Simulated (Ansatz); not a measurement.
Ansatz (a first-principles code) input:

Ansatz 0.2 input:
```yaml
crystal:
  periodic: [false, false, false]
  atoms:
    - {symbol: C, position_ang: [1.15986354, -0.62119031, -1.08798864]}
    - {symbol: C, position_ang: [-0.03007364, -0.33227676, -0.18999581]}
    - {symbol: C, position_ang: [-1.35226523, -0.48993365, -0.91990429]}
    - {symbol: F, position_ang: [-0.01185908, -1.31557785, 0.85008994]}
    - {symbol: Si, position_ang: [0.11810173, 1.34592791, 0.71407442]}
    - {symbol: H, position_ang: [2.09461085, -0.57888792, -0.52816558]}
    - {symbol: H, position_ang: [1.06469614, -1.61758529, -1.52655696]}
    - {symbol: H, position_ang: [1.21091142, 0.10742148, -1.89950398]}
    - {symbol: H, position_ang: [-1.42010487, -1.48775648, -1.36030109]}
    - {symbol: H, position_ang: [-2.19486844, -0.35476616, -0.24116025]}
    - {symbol: H, position_ang: [-1.43480719, 0.24565810, -1.72248124]}
    - {symbol: H, position_ang: [0.10833176, 2.44105745, -0.28712797]}
    - {symbol: H, position_ang: [-1.02947117, 1.51441443, 1.63329335]}
    - {symbol: H, position_ang: [1.38886101, 1.38805856, 1.47148484]}
basis:
  gaussian:
    orbitals: def2-TZVPD
hamiltonian:
  xc: {name: r2SCAN}
output: {forces: true}
```

Q: Which total energy does the run end on?

A: -509.01546 Eh (r2SCAN/def2-TZVPD). The basis has 275 functions.
